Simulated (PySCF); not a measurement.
C3H9NOSi (SMILES C=C[Si](C)(N)O), singlet, geometry from GFN2-xTB; DF-PBE/3-21G (PySCF).

Input for PySCF:
```python
from pyscf import gto, scf, dft

mol = gto.Mole()
mol.atom = '''
    C     2.06720658    0.02161319   -1.38052683
    C     1.55300658    0.10130350   -0.16448621
    Si   -0.28638325   -0.03791057    0.24009985
    C    -1.14699149    1.65550648    0.15537641
    N    -1.01075725   -1.05644851   -0.94673497
    O    -0.47298137   -0.70576644    1.73372823
    H     1.43894594   -0.14085246   -2.24018730
    H     3.12618822    0.10934526   -1.57487423
    H     2.23384069    0.26476789    0.66429822
    H    -2.18357130    1.58545242    0.47127954
    H    -0.65811423    2.38328085    0.79672096
    H    -1.13453826    2.05053596   -0.85375909
    H    -0.61020997   -1.97010687   -1.08530962
    H    -2.01560232   -1.12456323   -0.96090134
    H    -0.16775144   -0.25637984    2.51647372
'''
mol.basis = '3-21g'
mol.verbose = 4
mol.max_memory = 1800
mol.build()

mf = dft.RKS(mol)
mf.xc = 'pbe'
mf = mf.density_fit(auxbasis='def2-universal-jkfit')
mf.kernel()
```

The log (banner, timings and long lists left out):

```
PySCF version 2.14.0

[INPUT] verbose = 4
[INPUT] num. atoms = 15
[INPUT] num. electrons = 56
[INPUT] charge = 0
[INPUT] spin (= nelec alpha-beta = 2S) = 0
[INPUT] symmetry False subgroup None
[INPUT] Mole.unit = angstrom
[INPUT] Symbol           X                Y                Z      unit          X                Y                Z       unit  Magmom
[INPUT]  1 C      2.067206580000   0.021613190000  -1.380526830000 AA    3.906454279099   0.040843009778  -2.608817616314 Bohr   0.0
[INPUT]  2 C      1.553006580000   0.101303500000  -0.164486210000 AA    2.934757105847   0.191435870460  -0.310833888168 Bohr   0.0
[INPUT]  3 Si    -0.286383250000  -0.037910570000   0.240099850000 AA   -0.541185909163  -0.071640594526   0.453722959049 Bohr   0.0
[INPUT]  4 C     -1.146991490000   1.655506480000   0.155376410000 AA   -2.167499783307   3.128453844643   0.293618861118 Bohr   0.0
[INPUT]  5 N     -1.010757250000  -1.056448510000  -0.946734970000 AA   -1.910054380919  -1.996398348605  -1.789069805848 Bohr   0.0
[INPUT]  6 O     -0.472981370000  -0.705766440000   1.733728230000 AA   -0.893805251322  -1.333705279509   3.276271529127 Bohr   0.0
[INPUT]  7 H      1.438945940000  -0.140852460000  -2.240187300000 AA    2.719213734655  -0.266172573371  -4.233340464729 Bohr   0.0
[INPUT]  8 H      3.126188220000   0.109345260000  -1.574874230000 AA    5.907639549642   0.206632594419  -2.976080975335 Bohr   0.0
[INPUT]  9 H      2.233840690000   0.264767890000   0.664298220000 AA    4.221347110009   0.500338798679   1.255341700836 Bohr   0.0
[INPUT] 10 H     -2.183571300000   1.585452420000   0.471279540000 AA   -4.126351730460   2.996070857329   0.890589258711 Bohr   0.0
[INPUT] 11 H     -0.658114230000   2.383280850000   0.796720960000 AA   -1.243655653379   4.503748084421   1.505584412101 Bohr   0.0
[INPUT] 12 H     -1.134538260000   2.050535960000  -0.853759090000 AA   -2.143966589241   3.874951372972  -1.613370856458 Bohr   0.0
[INPUT] 13 H     -0.610209970000  -1.970106870000  -1.085309620000 AA   -1.153129721779  -3.722962420424  -2.050937942156 Bohr   0.0
[INPUT] 14 H     -2.015602320000  -1.124563230000  -0.960901340000 AA   -3.808936360838  -2.125116514456  -1.815840365328 Bohr   0.0
[INPUT] 15 H     -0.167751440000  -0.256379840000   2.516473720000 AA   -0.317004278601  -0.484487681460   4.755446130465 Bohr   0.0

nuclear repulsion = 307.873445848848
number of shells = 50
number of NR pGTOs = 129
number of NR cGTOs = 76
basis = 3-21g
ecp = {}

******** <class 'pyscf.df.df_jk.DFRKS'> ********
method = DFRKS
initial guess = minao
damping factor = 0
level_shift factor = 0
DIIS = <class 'pyscf.scf.diis.CDIIS'>
diis_start_cycle = 1
diis_space = 8
diis_damp = 0
SCF conv_tol = 1e-09
SCF conv_tol_grad = None
SCF max_cycles = 50
direct_scf = False
XC library pyscf.dft.libxc version 7.1.2
    S. Lehtola, C. Steigemann, M. J. T. Oliveira, and M. A. L. Marques,  SoftwareX 7, 1–5 (2018)
XC functionals = pbe
    J. P. Perdew, K. Burke, and M. Ernzerhof,  Phys. Rev. Lett. 77, 3865 (1996)
    J. P. Perdew, K. Burke, and M. Ernzerhof,  Phys. Rev. Lett. 78, 1396 (1997)
    J. P. Perdew, K. Burke, and M. Ernzerhof,  Phys. Rev. Lett. 77, 3865 (1996)
    J. P. Perdew, K. Burke, and M. Ernzerhof,  Phys. Rev. Lett. 78, 1396 (1997)
radial grids:
    Treutler-Ahlrichs [JCP 102, 346 (1995); DOI:10.1063/1.469408] (M4) radial grids

becke partition: Becke, JCP 88, 2547 (1988); DOI:10.1063/1.454033
pruning grids: <function nwchem_prune>
grids dens level: 3
symmetrized grids: False
atomic radii adjust function: <function treutler_atomic_radii_adjust>
small_rho_cutoff = 0
Set gradient conv threshold to 3.16228e-05
Initial guess from minao.
tot grids = 177792
init E= -535.961147948353
  HOMO = -0.322814956793716  LUMO = -0.110334503319528  gap/eV = 5.78189
cycle= 1 E= -535.694845332008  delta_E= 0.266  |g|= 0.961  |ddm|= 3.55
  HOMO = -0.0598927860433256  LUMO = 0.0387750709716999  gap/eV = 2.68489
cycle= 2 E= -535.323382435796  delta_E= 0.371  |g|= 1.65  |ddm|= 2.92
  HOMO = -0.188026401333297  LUMO = 0.00200307896070795  gap/eV = 5.17097
cycle= 3 E= -535.869725078907  delta_E= -0.546  |g|= 0.26  |ddm|= 2.31
  HOMO = -0.195916619173797  LUMO = -0.0199194390031594  gap/eV = 4.78913
cycle= 4 E= -535.885483782738  delta_E= -0.0158  |g|= 0.0573  |ddm|= 0.385
  HOMO = -0.186579472093708  LUMO = -0.0204326526627709  gap/eV = 4.52109
cycle= 5 E= -535.886027150484  delta_E= -0.000543  |g|= 0.0282  |ddm|= 0.0678
  HOMO = -0.190283882862437  LUMO = -0.0182965057389386  gap/eV = 4.68001
cycle= 6 E= -535.886207931994  delta_E= -0.000181  |g|= 0.0058  |ddm|= 0.0327
  HOMO = -0.18982287049907  LUMO = -0.0180019033786696  gap/eV = 4.67549
cycle= 7 E= -535.886215469495  delta_E= -7.54e-06  |g|= 0.00167  |ddm|= 0.00894
  HOMO = -0.189929934662535  LUMO = -0.0181171587190616  gap/eV = 4.67526
cycle= 8 E= -535.886216165371  delta_E= -6.96e-07  |g|= 0.000313  |ddm|= 0.00215
  HOMO = -0.189942403561256  LUMO = -0.0181097956072076  gap/eV = 4.67580
cycle= 9 E= -535.886216186734  delta_E= -2.14e-08  |g|= 0.0001  |ddm|= 0.000431
  HOMO = -0.189940678290564  LUMO = -0.018108769514118  gap/eV = 4.67578
cycle= 10 E= -535.886216188594  delta_E= -1.86e-09  |g|= 6.41e-05  |ddm|= 0.000156
  HOMO = -0.189940773617394  LUMO = -0.018110266024101  gap/eV = 4.67575
cycle= 11 E= -535.886216189674  delta_E= -1.08e-09  |g|= 1.37e-05  |ddm|= 7.17e-05
  HOMO = -0.189941772023831  LUMO = -0.0181099655198333  gap/eV = 4.67578
cycle= 12 E= -535.886216189737  delta_E= -6.32e-11  |g|= 1.59e-06  |ddm|= 2.13e-05
  HOMO = -0.189941362731974  LUMO = -0.0181097581313363  gap/eV = 4.67578
Extra cycle  E= -535.886216189741  delta_E= -3.75e-12  |g|= 2.27e-06  |ddm|= 5.48e-06
converged SCF energy = -535.886216189741
```
